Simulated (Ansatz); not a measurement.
The same path of CH₆AlBS (10 atoms, charge 0, multiplicity 1) was run twice with different band settings. The coordinate that changes most is the dihedral Al2–S3–C4–H10.

Computed with RHF/cc-pVDZ in Ansatz 0.2.0.

Relaxed end points:

```xyz
10
Properties=species:S:1:pos:R:3
B -1.231 1.134 -1.170
Al 0.881 1.091 -0.749
S 1.744 -0.392 0.646
C 0.319 -1.404 1.215
H -1.721 0.510 -2.075
H -2.004 1.786 -0.517
H 1.952 2.080 -1.376
H -0.448 -0.785 1.678
H 0.701 -2.100 1.959
H -0.110 -1.973 0.392
```

```xyz
10
Properties=species:S:1:pos:R:3
B -1.222 1.093 -1.238
Al 0.873 1.099 -0.738
S 1.732 -0.356 0.687
C 0.317 -1.380 1.259
H -1.674 0.404 -2.116
H -2.025 1.781 -0.662
H 1.941 2.107 -1.340
H -0.234 -0.865 2.044
H 0.731 -2.301 1.665
H -0.356 -1.634 0.442
```

Common settings: movable images 5; climbing image yes; optimiser quadratic models (default); start path through a guess of the saddle point; force threshold 0.03 eV/Å; iteration limit 60; end points relaxed.

| run | spring |
| --- | --- |
| 1 | 5.0 eV/Å² |
| 2 | 50.0 eV/Å² |

Q: What does each run give, and how far can it be trusted?

A: Run 1: converged after 48 iterations, highest image 0.306 eV above the first end. The profile has 2 maxima (images 1, 3) with wells between them (image 2): this band takes more than one step, which may be the mechanism or a detour left from its start path. A vibrational analysis at the climbing image gives one clearly imaginary mode, 117i cm⁻¹: a first-order saddle point.
Run 2: converged after 26 iterations, highest image 0.306 eV above the first end. The profile has 2 maxima (images 2, 4) with wells between them (image 3): this band takes more than one step, which may be the mechanism or a detour left from its start path. Another band between the same ends (5 images) ends at a top of the same energy, where a vibrational analysis finds 1 clearly imaginary mode.
